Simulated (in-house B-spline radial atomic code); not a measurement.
# Ionising neutral phosphorus with different functionals

Computed with an all-electron radial atomic-structure program (B-spline basis): four-component Dirac-Coulomb Hamiltonian, Fermi nucleus of rms radius 3.1889 fm, spin-restricted, spherical fractional occupations for the functionals, and exact exchange of hybrids averaged over the configuration. The ionisation energy is the difference of two self-consistent energies, [Ne] 3s2 3p3 → [Ne] 3s2 3p2, without Breit or QED terms; ε is the level of the shell that loses the electron (mean over j). The electron is taken from both j subshells in proportion to 2j + 1, so the result is a j average, not the step between ground levels.

```tsv
method	rung	ΔSCF (eV)	-ε(3p) (eV)
PBE0	global hybrid	9.72	6.71
wB97X	range-separated hybrid	?	?
HSE06	range-separated hybrid	?	?
CAM-B3LYP	range-separated hybrid	9.72	8.05
```

What does wB97X give?

ΔSCF 9.72 eV, and -ε(3p) = 9.14 eV.

What does HSE06 give?

ΔSCF 9.71 eV, and -ε(3p) = 6.31 eV.

Among the functionals, which spreads more, the ΔSCF values or the orbital energies?

The orbital energies: ΔSCF values span about 0.01 eV and the orbital energies 2.83 eV; here energy differences depend much less on the functional than eigenvalues do.

How do they compare with the NIST value?

NIST lists 10.487 eV (measured, ground level to ground level). Errors run from -0.78 to -0.77 eV. The correlated functionals all miss on the same side by more than they spread, so the cause is common to them (Breit-QED terms, spin polarisation, the choice among j levels, multiplet and fine-structure energies, or a listed next ion that isn't the cheapest removal here) and closeness doesn't rank the functionals.
